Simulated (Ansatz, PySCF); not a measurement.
Gas-phase reaction in SMILES: N[Si](N)(N)O → N[Si](N)N + [OH] (HO) (the O-Si bond at the site shown breaks; other sites are not compared here)
Each molecule is optimised on its own at B3LYP-D3(BJ)/def2-TZVP (Ansatz, an electronic-structure program), one conformer each, not searched for the lowest.

Property: bond dissociation energy (enthalpy at 298 K, with B3LYP-D3(BJ) rigid-rotor harmonic-oscillator terms from PySCF), in kcal/mol. Valence correlation only, unless marked. UHF or UKS for open shells. No spin-orbit coupling. No relativistic terms. Basis-set limits of correlation are two-point, X^-3; Hartree-Fock from the larger set.

```json
[
 {"level": "HF/STO-3G", "program": "Ansatz", "bond dissociation energy (kcal/mol)": "87.0"},
 {"level": "HF/cc-pV(T+d)Z", "program": "Ansatz", "bond dissociation energy (kcal/mol)": "105.2"},
 {"level": "BLYP-D4/def2-TZVPD", "program": "Ansatz + dftd4", "bond dissociation energy (kcal/mol)": "126.5"},
 {"level": "revPBE-D3(BJ)/def2-TZVPD", "program": "Ansatz + dftd3", "bond dissociation energy (kcal/mol)": "123.0"},
 {"level": "PBE0-D4/def2-TZVPD", "program": "Ansatz + dftd4", "bond dissociation energy (kcal/mol)": "129.6"},
 {"level": "MP2/6-31G", "program": "Ansatz", "bond dissociation energy (kcal/mol)": "111.7"},
 {"level": "RI-MP2/cc-pV(Q+d)Z", "program": "Ansatz", "bond dissociation energy (kcal/mol)": "144.3"},
 {"level": "SCS-MP2/cc-pV(T+d)Z", "program": "Ansatz", "bond dissociation energy (kcal/mol)": "139.5"},
 {"level": "CCSD/CBS(cc-pV(T+d)Z,cc-pV(Q+d)Z)", "program": "Ansatz", "bond dissociation energy (kcal/mol)": "136.4"},
 {"level": "CCSD(T)/CBS(aug-cc-pV(T+d)Z,aug-cc-pV(Q+d)Z)", "program": "Ansatz", "bond dissociation energy (kcal/mol)": "137.9"}
]
```
